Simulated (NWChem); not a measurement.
Molecule: BH2S2F; SMILES FB(S)S

```xyz
6

B      0.0000     0.0000    -0.3687
F      0.0000     0.0000    -1.6958
S      1.6304     0.0000     0.4200
H      1.2045     0.0000     1.6987
S     -1.6304     0.0000     0.4200
H     -1.2045     0.0000     1.6987
```
Atoms are numbered in this order, from 1.

Program: NWChem. All runs use the structure optimised with PBE0/def2-SVP. Field at 589 nm.

**Question.** What does the run give for B3LYP/def2-SVPD? Quantities: isotropic polarisability (bohr³); anisotropy (bohr³).

**Answer.** The isotropic polarisability (bohr³) is 59.5 and the anisotropy (bohr³) comes out as 26.6.
